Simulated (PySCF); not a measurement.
Name the molecule from its bond curve

A diatomic of charge +1 contains K. Its doublet curve at LDA in a double-zeta basis (no relativity, PySCF), in eV from the separated fragments:

R (Å), E (eV) and a bar:
```
    2.804     -0.076 ##
    2.934     -0.078 
    3.064     -0.077 #
    3.162     -0.073 ###
    3.260     -0.069 ######
    3.358     -0.064 #########
    3.488     -0.058 #############
    3.651     -0.050 ##################
    3.847     -0.041 ########################
    4.108     -0.031 ##############################
```

The fit gives ωe = 268 cm⁻¹ and the rotational constant Bₑ = 1.998 cm⁻¹.

Question: Which atom is the partner?

Answer: The minimum lies at 2.931 Å, so the reduced mass is 16.8576 u Å² cm⁻¹/(Bₑ·Re²) = 0.9821 u. With K at 38.96 u the partner weighs about 1.0 u: H. The molecule is KH⁺.

The state is the lowest determinant that a PBE0 search found; another state may lie lower at other levels.
